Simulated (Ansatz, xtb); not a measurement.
Isomers of C5H5FN2 in order of energy

8 gas-phase structures of C5H5FN2, from a drawn sample of its isomers (lower ones may exist). Each was relaxed with GFN2-xTB; where two conformers were screened, the lower at r2SCAN-D4/def2-SVP//GFN2-xTB is listed:

A. `C=Cc1c[nH]c(F)n1`, a singlet
B. `C=Cc1cnc(F)[nH]1`, a singlet
C. `C=Cn1cnc(F)c1`, a singlet
D. `C=Cc1[nH]cnc1F`, a singlet
E. `C=Cc1nc[nH]c1F`, a singlet
F. `C=Cn1ccnc1F`, a singlet
G. `C=Cc1nc(F)c[nH]1`, a singlet
H. `C=Cn1cncc1F`, a singlet

Estimate their order in r2SCAN-D4/def2-SVP//GFN2-xTB energy at these geometries, lowest first.

Calculated order at r2SCAN-D4/def2-SVP//GFN2-xTB: G (0.0), B (0.2), D (0.4), A (0.4), E (7.1), F (8.2), C (8.5), H (14.3) kcal/mol. Less than 1 kcal/mol parts G and B; B and D; D and A; F and C, so the order within those pairs means little.

Energies above the lowest of each column, in kcal/mol; the last columns are at r2SCAN-D4/def2-SVP geometries and were run for some of them only (a dash: not run or not comparable):

```tsv
structure	GFN2-xTB	HF/STO-3G	r2SCAN-D4/def2-SVP//GFN2-xTB	r2SCAN-D4/def2-SVP	CCSD(T)/def2-SVP + ΔMP2/def2-TZVPP
G	2.6	0.7	0.0	0.0	0.3
B	1.3	0.0	0.2	0.1	0.4
D	2.8	1.1	0.4	0.2	0.7
A	2.8	0.3	0.4	0.4	0.0
E	5.5	2.7	7.1	6.9	6.3
F	0.0	2.3	8.2	–	–
C	0.8	4.2	8.5	–	–
H	3.0	4.9	14.3	–	–
```

CCSD(T)/def2-SVP + ΔMP2/def2-TZVPP puts A lowest of those it was run on, with B and D and G within 1 kcal/mol; GFN2-xTB picks F. CCSD(T)/def2-SVP + ΔMP2/def2-TZVPP orders those it was run on as A (0.0), G (0.3), B (0.4), D (0.7), E (6.3) kcal/mol. Less than 1 kcal/mol parts A and G; G and B; B and D, so the order within those pairs means little. Some further structures that were screened fall inside this span and aren't listed. Flexible structures stand in one conformer each, not always the lowest. Frequencies (GFN2-xTB) were run for A, B, D, E, G alone. ΔMP2 is the change of the MP2 energy from the smaller to the larger basis.

Over these structures GFN2-xTB departs from r2SCAN-D4/def2-SVP//GFN2-xTB by 4.9 kcal/mol on average once a common shift is removed. A GFN2-xTB relaxation took about 0.055 s and the r2SCAN-D4/def2-SVP//GFN2-xTB energy about 3.3 s on a shared host (Ansatz 0.2.0, xtb 6.7.1).
